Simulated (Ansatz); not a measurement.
Input for Ansatz (a quantum-chemistry and plane-wave program): U-wB97X-V/def2-TZVPP on CdH3N (SMILES [NH2][CdH]), a point of a bond scan (R = 3.243 Å). Elements past Kr take the def2 small-core potentials; no spin–orbit coupling.

Ansatz 0.2 input:
```yaml
crystal:
  periodic: [false, false, false]
  atoms:
    - {symbol: Cd, position_ang: [-0.19315055, -0.04077904, -0.22746535]}
    - {symbol: H, position_ang: [-1.20927786, -0.23635281, -1.52039316]}
    - {symbol: N, position_ang: [1.16167798, 0.26842501, 1.25041043]}
    - {symbol: H, position_ang: [2.24132073, -2.43224481, 2.68467353]}
    - {symbol: H, position_ang: [0.84969212, 0.89030603, 1.98723929]}
basis:
  gaussian:
    orbitals: def2-TZVPP
hamiltonian:
  xc: {name: wB97X-V}
magnetization: {spin_polarized: true, initial_magnetization: 0}
```

Q: What total energy does the run end on?

A: -224.0994 hartree. Its determinant has ⟨S²⟩ = 1.00, a mixture of spin states.

Q: How many basis functions does it have, and what does it roughly cost on one machine?

A: 129 functions; roughly 60 core-seconds.
